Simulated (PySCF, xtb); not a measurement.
CH₆ClFSi₂, SMILES F[SiH2]C[SiH2]Cl. One conformer was computed; it need not be the lowest.

Harmonic wavenumbers (cm⁻¹) from xtb with GFN2-xTB at its own minimum, in rising order: 39, 54, 122, 159, 230, 459, 467, 487, 569, 583, 644, 703, 725, 734, 772, 789, 801, 833, 1011, 1138, 1443, 2249, 2275, 2321, 2351, 2965, 2983.

What does PBE0-D3(BJ)/def2-SVP run with PySCF 2.14.0 give at its own minimum? (An estimate is asked for; the answer gives what the named calculation found.)

52, 68, 112, 192, 281, 481, 530, 538, 658, 686, 745, 770, 802, 867, 869, 912, 956, 962, 1010, 1080, 1369, 2253, 2259, 2262, 2280, 3068, 3142. Paired by order, the mean absolute difference is 70 cm⁻¹ and the zero-point energies are 39.9 and 41.7 kcal/mol.
